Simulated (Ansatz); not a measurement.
Job for Ansatz (a first-principles code): U-r2SCAN/cc-pV(T+d)Z on FH3Si (SMILES F[SiH3]), a point of a bond scan (R = 1.927 Å). Files ending in .json are basis or fitting sets from the Basis Set Exchange.

Ansatz 0.2 input:
```yaml
crystal:
  periodic: [false, false, false]
  atoms:
    - {symbol: F, position_ang: [1.40766742, -0.02208836, -0.21975515]}
    - {symbol: Si, position_ang: [-0.49646928, 0.00779033, 0.07750530]}
    - {symbol: H, position_ang: [-0.94494949, 1.41511357, 0.06667951]}
    - {symbol: H, position_ang: [-0.77052837, -0.61593767, 1.38810265]}
    - {symbol: H, position_ang: [-1.14675391, -0.75426329, -1.00795064]}
basis:
  gaussian:
    orbitals: cc-pV_T+d_Z.json
hamiltonian:
  xc: {name: r2SCAN}
magnetization: {spin_polarized: true, initial_magnetization: 0}
```

It printed:

```
WARN ansatz: RAYON_NUM_THREADS=2 ignored (pool sized by the plan → 2); use --threads N
Functional definition: r2SCAN
integrals: 0.03 GiB planned
624 factors; their error is unknown
mean field: 0.35 GiB planned
mean field evaluation 1: about -10641.4395 eV, gradient 2.5e1 eV
mean field evaluation 2: about -10631.2178 eV, gradient 6.3e1 eV
mean field evaluation 4: about -10643.2529 eV, gradient 1.4e0 eV
mean field evaluation 8: about -10643.2453 eV, gradient 1.7e-2 eV
mean field -10643.24532113 eV, -391.1320513006 hartree, gradient 1.2e-5 eV, S^2 0.000000; 0 other end points of the search recorded, 0 dependent functions left out
reference -10643.24533187 eV, -391.1320516953 hartree; 13, 13 occupied and 98, 98 virtual orbitals, 624 factors
Total energy: -10643.24533187 eV, -391.1320516953 hartree
```

Self-consistency was reached.

Cost: around 2.6 core-seconds (rough).
